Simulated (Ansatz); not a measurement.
[closo-1-(I)B7H6]2- (B7H6I²⁻). The state is a singlet with charge -2. Geometry B3LYP-D4/def2-SVPD, basis def2-TZVPD, Ansatz.

Cartesian coordinates in Å:
```
B -0.740 0.970 -0.731
B 0.894 1.032 -0.397
B 0.188 -0.555 -0.817
B -0.129 -1.138 0.843
B 1.272 -0.271 0.576
B -0.229 0.677 0.996
B -1.373 -0.372 0.035
H -1.356 1.750 -1.428
H 1.675 1.866 -0.808
I 0.630 -1.860 -2.735
H -0.222 -2.160 1.492
H 2.376 -0.551 0.996
H -0.457 1.350 1.985
H -2.529 -0.738 -0.006
```

| run | HOMO (eV) | LUMO (eV) |
| --- | --- | --- |
| A | 1.73 | 4.81 |
| B | 2.63 | 4.91 |
| C | -0.49 | 5.47 |
| D | 2.77 | 4.53 |
| E | 2.83 | 4.44 |
| F | 2.91 | 4.52 |

In the def2 sets I takes a core potential; there is no spin–orbit coupling. A multiply charged anion in the gas phase is held together partly by the finite basis.

**Question.** The runs used BLYP, PBE, PBE0, r2SCAN, revPBE, ωB97X-V. Estimate which is which.

**Answer.** A PBE0 (25 % exact exchange); B r2SCAN (0 % exact exchange); C ωB97X-V (range-separated); D PBE (0 % exact exchange); E revPBE (0 % exact exchange); F BLYP (0 % exact exchange). Exact exchange lowers occupied and raises empty levels; among semilocal functionals meta-GGAs tend to open the gap a little, and such runs are hard to tell apart. The gap grows from 1.60 eV (revPBE) to 5.97 eV (ωB97X-V). At PBE0-D4/def2-TZVPD, r2SCAN-D4/def2-TZVPD, PBE-D4/def2-TZVPD, revPBE-D4/def2-TZVPD and others the highest occupied level of the charge -2 singlet lies above zero (up to 2.91 eV). By energy differences it is unbound by 0.41 eV (vertical, against the charge -1 doublet, at BLYP-D4/def2-TZVPD) and held by the finite basis.
